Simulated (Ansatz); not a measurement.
Ideal-gas functions of `[NH2][In][Cl]` radical at 500 K and 1 bar, from an Ansatz frequency run at PBE0-D4/def2-TZVP.

Molar mass 166.29 g/mol, point group C1 (symmetry number 1), electronic degeneracy 2, moments of inertia 44.399, 193.34, 236.882 u Å². Harmonic wavenumbers (cm⁻¹, unscaled): 103, 201, 327, 458, 610, 759, 1532, 3495, 3605.

Use S(trans) = R[1.5 ln M + 2.5 ln T − 1.1517]; rotational temperatures θ = 24.2544 K / I; S(rot) = R[ln(√π/σ · √(T³/θAθBθC)) + 1.5]; for each mode x = 1.438777 ν̃/T, S = R[x/(eˣ − 1) − ln(1 − e⁻ˣ)] and H = RT x/(eˣ − 1); 1 cm⁻¹ = 0.0119627 kJ/mol; R = 8.31446 J/(mol·K).

Q: By hand: the entropy, in J/(mol·K).

A: Translation 183.4. Rotation: θ = 0.5463, 0.1254, 0.1024 K, giving 115.4. Vibration, mode by mode: 18.46, 12.98, 9.12, 6.60, 4.63, 3.30, 0.55, 0.00, 0.00, in all 55.6. Electronic 5.8. Sum 360.2 J/(mol·K).

Q: By hand: H − E and G − E in kJ/mol, counted from the electronic energy.

A: Zero-point energy ½ × 11090 × 0.0119627 = 66.3; thermal vibration 14.1; translation, rotation and pV give 4 RT = 16.6. H − E = 97.0 kJ/mol, and G − E = 97.0 − 500 × 360.2/1000 = -83.1 kJ/mol.

Vibration gives 15 % of the entropy, 18.5 J/(mol·K) of it from the mode under 150 cm⁻¹: soft modes count most, and the harmonic formula is weakest for them. The sum counts one conformer and one mirror image; others add a mixing term.
